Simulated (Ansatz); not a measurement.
Job for Ansatz (a first-principles code): R-PBE0/def2-TZVPP on BrGeHS (SMILES [SH][Ge][Br]), a point of a torsion scan.

Ansatz 0.2 input:
```yaml
crystal:
  periodic: [false, false, false]
  atoms:
    - {symbol: S, position_ang: [-1.36904092, 0.47045474, 0.47650888]}
    - {symbol: Ge, position_ang: [0.74502312, 0.87347095, -0.28561671]}
    - {symbol: Br, position_ang: [0.51741428, 3.06665652, -1.12255009]}
    - {symbol: H, position_ang: [-1.51357725, -0.57423530, -0.33461463]}
basis:
  gaussian:
    orbitals: def2-TZVPP
hamiltonian:
  xc: {name: PBE0}
scf: {lower_state_search: off}
```

It printed:

```
WARN ansatz: RAYON_NUM_THREADS=1 ignored (pool sized by the plan → 1); use --threads N
Functional definition: PBE0
these checks for a lower state are left out or cut short: stability, starts, cluster_reference, orbital_swaps, neighbouring_geometries, increment
integrals: 0.09 GiB planned
1188 factors; their error is unknown
mean field: 0.79 GiB planned
mean field evaluation 1: about -137397.1880 eV, gradient 2.3e1 eV
mean field evaluation 2: about -137394.8205 eV, gradient 3.9e1 eV
mean field evaluation 4: about -137398.5452 eV, gradient 1.1e0 eV
mean field evaluation 8: about -137399.2648 eV, gradient 1.5e-1 eV
mean field evaluation 16: about -137399.2648 eV, gradient 2.1e-5 eV
mean field -137399.26484386 eV, -5049.3298504450 hartree, gradient 7.5e-7 eV, S^2 0.000000; 0 other end points of the search recorded, 0 dependent functions left out
reference -137399.26486672 eV, -5049.3298512851 hartree; 42, 42 occupied and 110, 110 virtual orbitals, 1188 factors
Total energy: -137399.26486672 eV, -5049.3298512851 hartree
Checks for a lower state left out: stability, starts, cluster_reference, orbital_swaps, neighbouring_geometries, increment
```

Self-consistency was reached.

Cost: very roughly 2.2 core-seconds.
